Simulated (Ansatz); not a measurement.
Species: H5InN2, SMILES `[NH2][InH][NH2]` (charge 0, multiplicity 1).

Problem. Give a relaxed geometry from CAM-B3LYP-D3(BJ)/def2-TZVP run with Ansatz (an electronic-structure program).

Solution. This is not unique; one that fits is the end point of this relaxation, one of several conformers (outside a Z-matrix the atoms follow the SMILES, hydrogens last).
Z-matrix (Å, degrees):
```
In
H 1 1.6968
N 1 2.0095 2 123.55
H 3 1.0058 1 122.43 2 -14.09
H 3 1.0062 4 110.85 1 156.87
N 1 2.0096 2 123.55 3 -179.98
H 6 1.0058 1 122.39 2 -14.31
H 6 1.0062 7 110.84 1 156.69
```
